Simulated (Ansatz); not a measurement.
Reaction (ligand exchange at the Si–O bond): `[F][Sc]([F])[O][SiH3]` + `[GeH3][SeH]` → `[SiH3][Se][GeH3]` + `[OH][Sc]([F])[F]`

Calculated with Ansatz (gas phase, PBE0-D4/def2-TZVP geometries, no zero-point term in ΔE). CCSD(T)/CBS adds triple-zeta CCSD(T) − MP2 to the extrapolated MP2 energy (def2 sets, frozen cores). Functionals use def2-TZVPP. B3LYP here is the variant with VWN-RPA as its local correlation; programs differ in this. HSE06 is defined as in plane-wave codes. For Ge, Sc, Se outer-core shells are correlated without core-valence functions, which leaves a few kJ/mol of doubt a bond. Scalar relativity is left out up to krypton. Each species was taken in one conformer, which may not be the lowest.

```
             level  ΔE (kcal/mol)  difference from CCSD(T)/CBS
       LDA (SPW92)            7.5                         -2.7
            PBE-D4            6.9                         -3.3
         revPBE-D4            6.8                         -3.4
           BLYP-D4           10.2                          0.0
            B97M-V           11.8                          1.6
           PBE0-D4            7.7                         -2.5
          B3LYP-D4           10.7                          0.5
        r2SCANh-D4            9.7                         -0.5
        r2SCAN0-D4            9.7                         -0.5
          HSE06-D4            7.6                         -2.6
          BHLYP-D4           11.7                          1.5
      CAM-B3LYP-D4           12.0                          1.8
           ωB97M-V            9.9                         -0.3
            B2PLYP           11.7                          1.5
          PBE-QIDH            9.3                         -0.9
               PBE            7.8                         -2.4
              BLYP           11.9                          1.7
            r2SCAN            9.9                         -0.3
              PBE0            8.5                         -1.7
           r2SCANh            9.9                         -0.3
           r2SCAN0            9.9                         -0.3
             HSE06            8.4                         -1.8
             BHLYP           13.3                          3.1
         CAM-B3LYP           12.9                          2.7
           LC-ωPBE            9.5                         -0.7
RPA@PBE/def2-TZVPP           11.9                          1.7
      MP2/def2-SVP           11.9                          1.7
     CCSD/def2-SVP           13.1                          2.9
  CCSD(T)/def2-SVP           12.7                          2.5
     HF/def2-TZVPP           15.6                          5.4
    MP2/def2-TZVPP            9.8                         -0.4
SCS-MP2/def2-TZVPP           11.7                          1.5
   CCSD/def2-TZVPP           11.8                          1.6
CCSD(T)/def2-TZVPP           11.0                          0.8
     HF/def2-QZVPP           16.3                          6.1
    MP2/def2-QZVPP            9.6                         -0.6
SCS-MP2/def2-QZVPP           11.5                          1.3
      HF/CBS(def2)           16.4                          6.2
     MP2/CBS(def2)            9.0                         -1.2
    CCSD/CBS(def2)           11.0                          0.8
       CCSD(T)/CBS           10.2                            0
```

Largest T1 diagnostic among the species: 0.017.

At CCSD(T), def2-SVP lies +2.5 kcal/mol from the extrapolated value and def2-TZVPP +0.8 kcal/mol. In def2-TZVPP, CCSD(T) changes the Hartree–Fock value by −4.6 kcal/mol (the triples alone add −0.8 kcal/mol) and MP2 by −5.8 kcal/mol. The D4 term adds −1.5 kcal/mol with B3LYP and −0.8 kcal/mol with PBE0; it sums over pairs of atoms, weighted by their polarisabilities, and B3LYP, whose exchange is more repulsive, gets the larger term.
